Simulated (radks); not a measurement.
Problem. The table gives one normalised radial function P(r) = r R(r) of S2+ in [Ne] 3s1 3p2 4f1 (r in bohr). All-electron calculation, scalar-relativistic Kohn-Sham, BP86, spin-polarised, spherical densities, finite nucleus; open shells are filled with parallel spins first; Fermi nuclear charge, rms radius 3.2611 fm. Program: a radial shooting solver on a logarithmic mesh with Libxc functionals.

| r | P |
|---|---|
| 0.004707 | 0.0246 |
| 0.005436 | 0.0281 |
| 0.006228 | 0.0317 |
| 0.007135 | 0.0357 |
| 0.008175 | 0.0402 |
| 0.009365 | 0.0451 |
| 0.01073 | 0.0505 |
| 0.01229 | 0.0563 |
| 0.0142 | 0.0629 |
| 0.01627 | 0.0695 |
| 0.01863 | 0.0764 |
| 0.02135 | 0.0834 |
| 0.02446 | 0.0903 |
| 0.02802 | 0.0970 |
| 0.03211 | 0.1030 |
| 0.03708 | 0.1082 |
| 0.04248 | 0.1115 |
| 0.04867 | 0.1127 |
| 0.05576 | 0.1110 |
| 0.06388 | 0.1057 |
| 0.07319 | 0.0961 |
| 0.08385 | 0.0815 |
| 0.09684 | 0.0600 |
| 0.1109 | 0.0338 |
| 0.1271 | 0.0021 |
| 0.1456 | -0.0344 |
| 0.1668 | -0.0739 |
| 0.1911 | -0.1141 |
| 0.219 | -0.1517 |
| 0.2529 | -0.1840 |
| 0.2898 | -0.2025 |
| 0.332 | -0.2048 |
| 0.3803 | -0.1870 |
| 0.4357 | -0.1468 |
| 0.4992 | -0.0845 |
| 0.5719 | -0.0032 |
| 0.6605 | 0.0960 |
| 0.7567 | 0.1909 |
| 0.867 | 0.2736 |
| 0.9933 | 0.3292 |
| 1.138 | 0.3431 |
| 1.304 | 0.3031 |
| 1.494 | 0.2049 |
| 1.725 | 0.0457 |
| 1.976 | -0.1366 |
| 2.264 | -0.3203 |
| 2.594 | -0.4743 |
| 2.972 | -0.5736 |
| 3.405 | -0.6066 |
| 3.901 | -0.5753 |
| 4.505 | -0.4852 |
| 5.162 | -0.3677 |
| 5.914 | -0.2459 |
| 6.775 | -0.1431 |
| 7.762 | -0.0712 |
| 8.893 | -0.0297 |
| 10.19 | -0.0101 |
| 11.77 | -0.0026 |
| 13.48 | -0.0005 |
| 15.44 | -0.0001 |
| 17.69 | 0.0000 |

Which n and l does it have? It may be an empty orbital.

Solution. n = 4, l = 0: the number of nodes gives n - l - 1 = 3, the rise at small r (about r^(l+1)) gives l, and the extent must fit the shell. The curve is that of 4s up; the table hardly tells the two spins apart. 4s up (empty): eigenvalue -15.659 eV, 3 radial nodes at r = 0.128, 0.575, 1.79 bohr, <r> = 3.68 bohr, 90 % of the charge inside 5.30 bohr.
